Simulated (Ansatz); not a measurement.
# Pulling the pair apart

The pair of Ag⁺ (SMILES [Ag+], atom 1) and C2H2 (SMILES C#C, atoms 2–5), both closed shells, in one local arrangement (a lower one may exist), relaxed at PBE0-D4/def2-TZVP:

Ag1  (0.299, 1.053, -1.503)
C2  (0.104, 0.245, 0.668)
C3  (-0.228, -0.681, -0.046)
H4  (0.367, 0.962, 1.421)
H5  (-0.543, -1.579, -0.541)
(Å)

C2H2 is shifted rigidly along the line between the mean atom positions of the two fragments (negative: closer). Counterpoise interaction energies in kcal/mol. Program: Ansatz 0.2.0. Basis: def2-TZVPPD. Cores are frozen in the correlated methods. Filled d shells of the heavier atoms are correlated. Core potentials replace the inner electrons of the atoms past krypton.

```tsv
shift (Å)	r2SCAN-D4	PBE-D4	PBE0-D4
-0.23	-37.39	-37.24	-31.79
-0.12	-40.51	-40.46	-35.64
0.00	-40.79	-40.85	-36.56
0.12	-39.48	-39.66	-35.78
0.28	-36.30	-36.69	-33.20
0.58	-29.19	-30.13	-26.98
1.16	-17.41	-18.81	-16.02
2.33	-6.35	-7.87	-5.50
```

Task: What does CCSD(T) give at these shifts? (Judge from chemistry; the value comes from the calculation.)

Result: The calculation gives: -22.33, -27.36, -29.23, -29.17, -27.31, -21.83, -12.40, -4.39 kcal/mol. For zero shift, CCSD(T) at an estimated basis limit (MP2 extrapolated from triple and quadruple zeta, plus CCSD(T) − MP2 in triple zeta) gives -33.42 kcal/mol. These are counterpoise interaction energies, counted from the two frozen fragments.

No T1 diagnostic of these runs exceeds 0.012.

For scale, one of the runs: CCSD(T)/def2-TZVPPD, 164 basis functions, launched by `ansatz run in.yaml --threads 2 --pin off --events-out ev --progress --plain --max-ram 5222MiB`. The run took 35 s on 2 CPU threads of an Intel Xeon Platinum 8259CL (shared host), with 1.1 GiB of host memory at its peak.
